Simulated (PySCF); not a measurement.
System: H2Se, singlet: map of symmetric stretch and bend. Scanned: Se-H bond length and H-Se-H angle.

Level of theory: restricted B3LYP/6-31G*, spherical d run with PySCF.

Energy in eV above the lowest grid point; x is the Se-H bond length (Å), y the H-Se-H angle (°).

```
y \ x   1.24   1.33   1.41   1.48   1.55   1.63   1.70   1.77   1.85   1.92   1.97
-----  -----  -----  -----  -----  -----  -----  -----  -----  -----  -----  -----
180    4.820  3.827  3.512  3.531  3.738  4.125  4.543  4.905  5.217  5.471  5.650
173    4.755  3.749  3.416  3.411  3.578  3.874  4.151  4.422  4.730  5.005  5.205
163    4.458  3.399  3.004  2.931  3.016  3.225  3.465  3.738  4.077  4.390  4.620
153    3.994  2.875  2.427  2.310  2.364  2.562  2.813  3.112  3.491  3.842  4.100
143    3.461  2.300  1.823  1.693  1.746  1.958  2.233  2.562  2.979  3.366  3.649
133    2.939  1.754  1.268  1.140  1.204  1.438  1.738  2.095  2.548  2.966  3.270
123    2.485  1.287  0.801  0.680  0.757  1.013  1.335  1.717  2.199  2.642  2.965
113    2.136  0.928  0.443  0.329  0.418  0.691  1.031  1.432  1.936  2.399  2.735
103    1.917  0.698  0.210  0.099  0.194  0.478  0.829  1.243  1.762  2.238  2.583
93     1.850  0.613  0.116  0.000  0.094  0.380  0.736  1.154  1.680  2.162  2.512
83     1.952  0.688  0.172  0.044  0.128  0.406  0.756  1.171  1.694  2.175  2.524
70     2.363  1.047  0.491  0.331  0.387  0.636  0.964  1.360  1.863  2.328  2.667
```

Points that lie below all their neighbours on the grid: x = 1.48, y = 93 (0.000 eV).
